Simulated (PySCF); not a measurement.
No solvent model, no relativistic terms, fast rotation and ring inversion assumed for equivalent nuclei, one conformer. GFN2-xTB structure; NMR shieldings at PBE0/pcSseg-1/GIAO; PySCF 2.14.

Chemical shifts δ = σref − σ; TMS for 1H (31.72 ppm) and 13C (186.93 ppm), all at this level. Shifts are as computed. Against solution values, carbons near 30 ppm lie about +3 ppm off and those near 130 ppm about +5 ppm. Of 1211 compounds with measured shifts, 218 miss one by over three times the rms of a fit or turn the order of signals round; such compounds aren't used in these exercises.

Question: Order these molecules by the shift of their most deshielded carbon-bound hydrogen, lowest δ first.
A. C=C1C=CO[SiH2]C1
B. N#C[Si]1(C=O)[SiH2]C[SiH2]1
C. F[C@H]1OCCOC1(F)F
D. C=C1CC=C[SiH2]O1

Answer: C (5.54 ppm, hydrogen on an sp3 CH bonded to F and O), A (6.47 ppm, hydrogen on an alkene carbon bearing oxygen), D (7.34 ppm, hydrogen on an alkene CH), B (12.36 ppm, hydrogen on a carbonyl carbon).

Question: Order these molecules by the shift of their most deshielded carbon, lowest δ first.
A. C=C1C=CO[SiH2]C1
B. N#C[Si]1(C=O)[SiH2]C[SiH2]1
C. F[C@H]1OCCOC1(F)F
D. C=C1CC=C[SiH2]O1

Answer: C (124.0 ppm, fully substituted sp3 carbon bonded to 2 F and O), A (150.4 ppm, alkene carbon bearing oxygen), D (160.7 ppm, alkene carbon bearing oxygen), B (245.5 ppm, carbonyl carbon).

Question: How many 13C and 1H signals does each give (equivalence by symmetry and fast rotation, but not about amide C–N or C=N bonds)? `N#C[Si]1(C=O)[SiH2]C[SiH2]1`, `C=C1CC=C[SiH2]O1`, `C=C1C=CO[SiH2]C1`, `F[C@H]1OCCOC1(F)F`

Answer: N#C[Si]1(C=O)[SiH2]C[SiH2]1: 3 C, 5 H; C=C1CC=C[SiH2]O1: 5 C, 6 H; C=C1C=CO[SiH2]C1: 5 C, 6 H; F[C@H]1OCCOC1(F)F: 4 C, 5 H.
